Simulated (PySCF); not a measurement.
**KC at UHF-CCSD**

Computed with UHF-CCSD; PySCF, no relativity, basis sets K def2-TZVPP, C def2-TZVPP.

* state: ⁴Σ⁻ (quartet), unpaired electrons σ ↑, π ↑↑
* bond length: 2.571 Å
* harmonic wavenumber: 361 cm⁻¹
* force constant: 0.704 mdyn/Å
* rotational constant Be: 0.2780 cm⁻¹
* anharmonicity ωexe: 2.16 cm⁻¹
* vibration–rotation constant αe: 0.00240 cm⁻¹
* well depth De to K + C: 1.90 eV
* dissociation energy D0: 1.88 eV

Correlated steps freeze 6 core orbitals. The state was picked by a PBE0 search and need not be the measured ground state.
